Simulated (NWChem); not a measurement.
A series in which one site is exchanged, each optimised at PBE0/def2-SVP with NWChem, gas phase unless a solvent is named. Some are not confirmed as minima by frequencies. def2 effective core potentials on Zr, Hf; no spin-orbit coupling.

A: [SH][TiH3] (TiH₄S; site = Ti)
B: [SH][HfH3] (HfH₄S; site = Hf)
C: [SH][ZrH3] (ZrH$_{4}$S; site = Zr)

Values for A:

| Item | Value |
|---|---|
| dipole (D), PBE0/def2-SVP | 0.90 |
| orbital gap (eV), PBE0/def2-SVP | 5.48 |
| static polarisability, PBE/def2-SVPD (bohr³) | 68.0 |

How do these values change for the other members?


| change from A | B | C |
|---|---|---|
| dipole (D), PBE0/def2-SVP | +0.07 | +0.11 |
| orbital gap (eV), PBE0/def2-SVP | +0.49 | +0.22 |
| static polarisability, PBE/def2-SVPD (bohr³) | +4.9 | +7.6 |
